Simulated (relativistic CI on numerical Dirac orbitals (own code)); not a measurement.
Calculated at this level of theory: Dirac-Coulomb-Breit CI, orbitals from a KLI potential per configuration, a model potential for QED, unscaled Slater integrals (own radial code, finite nucleus).

The strongest absorption lines from the ground level of an ion, among the configurations computed and to levels below about 587 eV (vacuum wavelength in nm, gf): 4.0162 (0.12), 4.1547 (0.72), 4.1851 (1.2), 4.2145 (1.4), 4.4167 (0.09), 5.1660 (0.11), 5.4837 (0.36), 5.8678 (0.54).

(1) Which ion is it?
A. In³³⁺
B. Pm⁴⁵⁺
C. Tb⁴⁹⁺
D. La⁴¹⁺

Answers

(1) D. La⁴¹⁺ has 16 electrons and the ground level 3s2 3p4 3P_2; the strongest line goes to 3s2 3p3 3d 3D°_3. The pattern of lines fixes the number of electrons, and along that sequence the line energies rise steadily with the charge (about as its square where n changes within one kind of shell, about linearly where n is kept but much faster in heavy ions where fine structure, which grows about as Z⁴, sets the gap, and irregularly where shells cross), which fixes Z. Configurations outside the model, such as inner-shell arrays, can give stronger lines. At this charge energies of transitions that change n are usually good to better than 1 %, and those within a shell (Δn = 0) to a few per cent.

LS names give the leading component of a level, which can be under half, so a name can repeat, a term be missing and a line seem to break the LS rules.
